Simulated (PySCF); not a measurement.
Adding and removing an electron: CsH

PBE0; PySCF, scalar-relativistic core potentials, basis sets Cs def2-TZVP with ECP46, H def2-TZVP. Neutral (UKS): singlet (closed shell), Re = 2.505 Å, ωe = 875 cm⁻¹, De = 1.68 eV, HOMO -3.95 eV, LUMO -0.96 eV.

CsH⁺ (UKS): doublet (σ ↑), Re = 3.712 Å, ωe = 127 cm⁻¹, De = 0.02 eV to Cs⁺ + H. The energies at the minima are -20.70283 hartree for CsH and -20.49835 for CsH⁺.

Question: Work out the adiabatic ionisation energy, without and with harmonic zero-point energies (1 hartree = 27.2114 eV, 1 eV = 8065.5 cm⁻¹), and the change of the bond length.

Answer: At PBE0: 0.20448 hartree = 5.564 eV between the minima; the zero-point term (127.0 − 875.0)/2 cm⁻¹ = -0.046 eV makes it 5.518 eV. Re changes by +120.7 pm against the neutral. Minus the HOMO energy is 3.95 eV, -1.61 eV from the value between the minima; self-interaction puts the Kohn–Sham level too high, less so with exact exchange. The electron leaves a σ orbital, and the ion is left as a loose complex of an ion and an atom.

Weak bonds: CsH⁺. Basis-set superposition, not corrected here, can be much of De in a small basis, most of all at correlated wavefunction levels. Spin–orbit coupling is left out. For an ion De counts to the pair picked by the measured ionisation energies or electron affinities, which need not be the lowest pair at this level. States were picked by a PBE0 search and need not be the measured ground states.
